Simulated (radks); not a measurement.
W0.5+, configuration [Xe] 4f14 5d4.5 6s1 (fractional occupations, a model configuration). All-electron calculation, scalar-relativistic Kohn-Sham, PBE, spin-unpolarised, spherical densities, finite nucleus; Fermi nuclear charge, rms radius 5.3658 fm. Program: a radial shooting solver on a logarithmic mesh with Libxc functionals.

Normalised radial functions P(r) = r R(r), r in bohr:

```
   r/bohr * 4d, o 5d (the largest magnitude, 1.55, reaches the edge; | marks zero, & curves that meet)
 0.001453                             &
  0.00197                             &
 0.002691                             &
 0.003647                             &
 0.004943                             &
 0.006698                             &
 0.009078                             &
   0.0123                             &
  0.01667                             o*
   0.0226                             o*
  0.03087                             |o*
  0.04184                             |o   *
  0.05671                             | o     *
  0.07685                             |  o        *
   0.1042                             |   o          *
   0.1412                             |  o           *
   0.1913                             |o    *
   0.2593                    *     o  |
   0.3542      *                 o    |
     0.48  *                     o    |
   0.6506         *                   |o
   0.8817                   *         |      o
    1.195                          *  |           o
    1.619                            *|            o
    2.195                             *          o
    2.975                             *      o
    4.064                             *   o
    5.508                             * o
    7.464                             &
    10.12                             &
```

4d: eigenvalue -240.86 eV, 1 radial node at r = 0.219 bohr, <r> = 0.511 bohr, 90 % of the charge inside 0.766 bohr. 5d: eigenvalue -7.256 eV, 2 radial nodes at r = 0.211, 0.633 bohr, <r> = 2.06 bohr, 90 % of the charge inside 3.32 bohr.
